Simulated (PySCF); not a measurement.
C5H14OSi2.
Geometry (PBE0-D3(BJ)/def2-SVP, Å), atoms numbered from 1 in this order:
```xyz
22
C5H14OSi2 angstrom
C     -2.610    1.069    0.952
C     -1.822    0.507   -0.207
O     -0.826   -0.362    0.281
Si     0.109   -1.353   -0.691
C      0.927   -2.593    0.435
C      1.352   -0.282   -1.603
C      1.896    0.839   -1.092
Si     1.636    1.571    0.627
H     -3.077    0.258    1.529
H     -3.401    1.746    0.595
H     -1.949    1.632    1.628
H     -2.496   -0.034   -0.900
H     -1.361    1.328   -0.789
H     -0.770   -2.028   -1.701
H      0.170   -3.166    0.993
H      1.546   -3.298   -0.140
H      1.574   -2.075    1.160
H      1.644   -0.572   -2.623
H      2.597    1.402   -1.728
H      1.566    0.531    1.693
H      0.419    2.440    0.685
H      2.818    2.445    0.907
```

All values: PBE0/pcSseg-1 (PySCF, non-relativistic), on one gas-phase PBE0-D3(BJ)/def2-SVP geometry that isn't relaxed in the solvent. The solvent is an IEF-PCM continuum (van der Waals radii × 1.2). Specific hydrogen bonds and non-electrostatic terms are outside this model.

Gas phase at PBE0/pcSseg-1: HOMO -7.76 eV, LUMO -1.03 eV, dipole 1.09 D.

Problem. What does the continuum do to the energy, the frontier levels and the dipole at PBE0/pcSseg-1 in chloroform and tetrahydrofuran?

Solution. 
```csv
solvent,ε,E(solvent) − E(gas) (kJ/mol),polarisation term (kJ/mol),distortion of the solute (kJ/mol),HOMO (eV),LUMO (eV),dipole (D)
chloroform,4.711,-7.65,-8.17,0.52,-7.72,-0.97,1.37
tetrahydrofuran,7.426,-8.93,-9.66,0.73,-7.72,-0.97,1.42
```

The polarisation term is half the interaction of the solute with the surface charges that it induces; the rest is the cost of distorting the solute's density. The sum is the electrostatic part of solvation alone. From chloroform to tetrahydrofuran the lowering changes by a factor 1.17, Onsager's factor (ε − 1)/(2ε + 1) by 1.14 and ε itself by 1.6.

Problem. Which radius a makes the point-dipole formula ΔE = −[(ε − 1)/(2ε + 1)]·μ²/a³ give the value in tetrahydrofuran, with the gas-phase dipole?

Solution. μ = 0.428 au and |ΔE| = 0.00340 Eh give a = 1.48 Å; the farthest nucleus lies 3.87 Å from the centroid of the nuclei, so such a sphere wouldn't even hold the nuclei. The formula assumes a rigid point dipole at the centre of a sphere.

Problem. Give the dipole vector in the frame of the coordinates (D, pointing from negative to positive charge), gas and tetrahydrofuran.

Solution. Gas (-0.22, -0.32, -1.02), solvent (-0.22, -0.36, -1.36). Its length changes by +31 % and its direction by 4°.

Problem. Which Hirshfeld charges (PBE0/pcSseg-1) respond most in chloroform (means over atoms taken as equivalent)?

Solution. 
```csv
atoms,environment,gas (e),solvent (e),change
O3,silyl ether oxygen,-0.212,-0.219,-0.007
H18,vinylic hydrogen,+0.041,+0.045,+0.004
H19,vinylic hydrogen,+0.042,+0.045,+0.003
H12,methylene hydrogen,+0.033,+0.037,+0.004
C7,alkene CH carbon,-0.126,-0.128,-0.002
H13,methylene hydrogen,+0.028,+0.030,+0.002
C1,methyl carbon,-0.121,-0.122,-0.001
H15/H16/H17,methyl hydrogen,+0.046,+0.048,+0.002
```
